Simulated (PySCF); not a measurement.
MK cations for M along the third period

PBE0 with double-zeta basis sets in PySCF, for the lowest determinant that a PBE0 search found; no spin–orbit coupling. De refers to high-spin ground-configuration atoms (the charge goes to the atom of lower measured ionisation energy or higher electron affinity, which is not always the lowest computed limit). A positive dipole points towards K; it is taken about the centre of mass and depends on that origin.

```
 M        basis  charged atom  state (unpaired electrons)  Re (Å)  ωe (cm⁻¹)  De (eV)  μ (D)
Na      pcseg-1            K+               doublet (σ ↑)   4.100       89.6     0.60   0.26
Mg     def2-SVP            K+      singlet (closed shell)   3.775       97.8     0.34   3.12
Al  aug-pcseg-1            K+               doublet (σ ↑)   3.870       96.8     0.59   3.84
Si   x2c-SVPall            K+          triplet (σ ↑, π ↑)   3.715       90.0     0.31   5.55
 P     def2-SVP            K+         quartet (σ ↑, π ↑↑)   3.593       78.1     0.17   6.41
 S     def2-SVP            K+              triplet (π ↑↑)   3.388        109     0.40   6.12
```

The shortest bond is that of KS⁺ (3.388 Å), the longest that of KNa⁺ (4.100 Å).

The rows differ in basis set, which adds steps of its own.

The state changes along the series, so neighbouring rows are not always alike in their bonding.

Closed-shell solutions of metal pairs were not tested for spin polarisation, which can lower them a little. Weak bonds: KMg⁺, KP⁺, KSi⁺, KS⁺. Basis-set superposition, not corrected here, can be much of De in a small basis, most of all at correlated wavefunction levels. For an ion De counts to the pair picked by the measured ionisation energies or electron affinities, which need not be the lowest pair at this level. States were picked by a PBE0 search and need not be the measured ground states.
